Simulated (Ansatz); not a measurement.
Zn₆S₅Cl₂, a halide-capped cluster cut from wurtzite ZnS (2 Cl on the cations). Charge 0, multiplicity 3. Geometry PBE-D4/def2-SVP, that of the neutral singlet; atoms count from 1.

Cartesian coordinates in Å:
```
Zn 2.339 0.814 -0.163
S 0.297 -0.104 -0.967
S 1.227 -3.362 0.986
Zn -0.527 -2.411 -0.022
Zn -1.287 1.626 -1.372
S -2.737 -2.482 -0.351
S 1.842 0.796 2.211
Zn 1.639 -1.381 1.695
Zn -0.199 0.879 1.176
S -2.303 1.714 0.826
Zn -2.689 -0.422 0.243
Cl 4.079 1.520 -1.169
Cl -1.682 2.813 -3.095
```

Single mean-field runs in def2-TZVP are fitted with def2-universal-jkfit. At PBE0-D4/def2-TZVP a singlet of charge 0 lies 3.38 eV below the triplet at the same geometry.

Problem. Estimate the Mulliken populations from the PBE0/def2-TZVP orbitals of Ansatz.

Solution. 
```json
{"atom": "Zn1", "charge (e)": "0.51", "spin (α − β)": "-0.01", "d electrons": "10.09"}
{"atom": "S2", "charge (e)": "-0.45", "spin (α − β)": "0.05", "d electrons": "–"}
{"atom": "S3", "charge (e)": "-0.24", "spin (α − β)": "0.54", "d electrons": "–"}
{"atom": "Zn4", "charge (e)": "0.41", "spin (α − β)": "0.15", "d electrons": "10.08"}
{"atom": "Zn5", "charge (e)": "0.51", "spin (α − β)": "-0.01", "d electrons": "10.09"}
{"atom": "S6", "charge (e)": "-0.24", "spin (α − β)": "0.55", "d electrons": "–"}
{"atom": "S7", "charge (e)": "-0.35", "spin (α − β)": "0.05", "d electrons": "–"}
{"atom": "Zn8", "charge (e)": "0.31", "spin (α − β)": "0.14", "d electrons": "10.05"}
{"atom": "Zn9", "charge (e)": "0.32", "spin (α − β)": "0.34", "d electrons": "10.07"}
{"atom": "S10", "charge (e)": "-0.35", "spin (α − β)": "0.05", "d electrons": "–"}
{"atom": "Zn11", "charge (e)": "0.31", "spin (α − β)": "0.14", "d electrons": "10.05"}
{"atom": "Cl12", "charge (e)": "-0.38", "spin (α − β)": "0.00", "d electrons": "–"}
{"atom": "Cl13", "charge (e)": "-0.38", "spin (α − β)": "0.00", "d electrons": "–"}
```
Mulliken values and Mayer orders depend strongly on the basis.

Problem. Where does the spin sit?

Solution. Summed by element: Zn 0.76, S 1.24, Cl 0.00, of 2 unpaired in all. Largest on single atoms: S6 0.55, S3 0.54, Zn9 0.34.

Problem. And the Mayer bond orders between bonded heavy atoms (over 0.3)?

Solution. Zn1–S2 0.64 (2.38 Å); Zn1–S7 0.59 (2.43 Å); Zn1–Cl12 1.02 (2.13 Å); S2–Zn4 0.34 (2.63 Å); S2–Zn5 0.64 (2.38 Å); S2–Zn9 0.41 (2.41 Å); S3–Zn4 0.84 (2.24 Å); S3–Zn8 0.93 (2.14 Å); Zn4–S6 0.84 (2.24 Å); Zn5–S10 0.59 (2.42 Å); Zn5–Cl13 1.02 (2.13 Å); S6–Zn11 0.92 (2.14 Å); S7–Zn8 0.94 (2.25 Å); S7–Zn9 0.67 (2.29 Å); Zn9–S10 0.67 (2.29 Å); S10–Zn11 0.94 (2.25 Å). Values over 0.3 also appear between atoms too far apart for a bond (S3–S6 0.34 at 4.28 Å); they arise where an orbital or an unpaired electron spreads over both atoms.
